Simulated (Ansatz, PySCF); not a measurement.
Noncovalent pair: CH4O (SMILES CO) (first 6 atoms) with CH2O2 (SMILES O=CO); geometry from B3LYP-D3(BJ)/def2-TZVP, rigid monomers moved along the line of their centres of mass till O2···H11 is 2.98 Å.
(charge 0, multiplicity 1):
```xyz
11

C     -0.1896    -0.3503     0.1830
O      0.4893    -0.8055     1.3522
H     -0.9040     0.4454     0.4141
H     -0.7288    -1.2018    -0.2278
H      0.5196     0.0110    -0.5655
H      0.9374    -0.0547     1.7799
O      0.7559     1.1703     4.9119
C     -0.0545     0.5361     5.5492
O     -0.7103    -0.5316     5.1237
H     -0.3385     0.7896     6.5783
H     -0.4219    -0.7229     4.1875
```

Monomers are frozen at their geometry in the pair; levels with a basis set take the counterpoise correction.

Cores are frozen in the correlated methods.

Run with Ansatz (Gaussian basis) for Hartree–Fock, density functionals and correlated methods; PySCF for the dispersion terms. 

PBE/def2-TZVPPD gives -135.1 meV for the interaction energy.

**Question.** How do the other levels lie against it? Give each less PBE: PBE-D3(BJ)/def2-TZVPPD, r2SCAN/def2-TZVPPD, PBE0/def2-TZVPPD, wB97M-V/def2-TZVPPD, MP2/aug-cc-pVDZ, CCSD(T)/aug-cc-pVDZ.

**Answer.** PBE-D3(BJ)/def2-TZVPPD -17.9; r2SCAN/def2-TZVPPD -4.3; PBE0/def2-TZVPPD 1.8; wB97M-V/def2-TZVPPD -9.5; MP2/aug-cc-pVDZ -5.2; CCSD(T)/aug-cc-pVDZ -5.6 meV. 1 of 6 lie above PBE; the widest gap is to PBE-D3(BJ)/def2-TZVPPD.

Ansatz is a quantum-chemistry and plane-wave program.
